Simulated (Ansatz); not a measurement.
The cluster B3W3, relaxed as a doublet with UKS PBE-D4/def2-SVP in Ansatz, starting from the GFN1-xTB geometry. Force threshold 0.02 eV/Å.

In the def2 sets W takes a core potential; there is no spin–orbit coupling. The structure comes from a short search, and lower isomers may exist.

Start:

Cartesian coordinates in Å:
```
W 1.212 -0.098 0.912
W 0.023 -1.603 -0.830
W -1.434 0.451 -0.222
B -0.752 -0.967 1.288
B 0.327 1.712 0.064
B 0.625 0.506 -1.211
```

```
step  energy (eV)  largest force component (eV/Å)  SCF passes
   1   -7499.7281                           4.808          52
   2   -7500.5328                           3.848          40
   3   -7500.7902                           0.727          38
   4   -7500.8255                           0.371          35
   5   -7500.8308                           0.112          31
   6   -7500.8319                           0.080          31
   7   -7500.8327                           0.047          31
   8   -7500.8328                           0.020          30
   9   -7500.8328                           0.003          31
```

Force components are those of the run's own axes.

End:

Cartesian coordinates in Å:
```
W 1.1716 -0.1174 0.8501
W 0.0326 -1.4788 -0.7919
W -1.3724 0.4102 -0.2398
B -0.7129 -0.8671 1.2441
B 0.2857 1.5992 0.1074
B 0.5954 0.4540 -1.1699
```

By distances, no bond broke or formed. The bond that changes most is W2–B6, from 2.23 to 2.05 Å (atoms count from 1).

No frequencies were taken in this run, so the end may be a saddle point.

It took 32 s on 4 threads of Arm Neoverse V1 on a shared host.
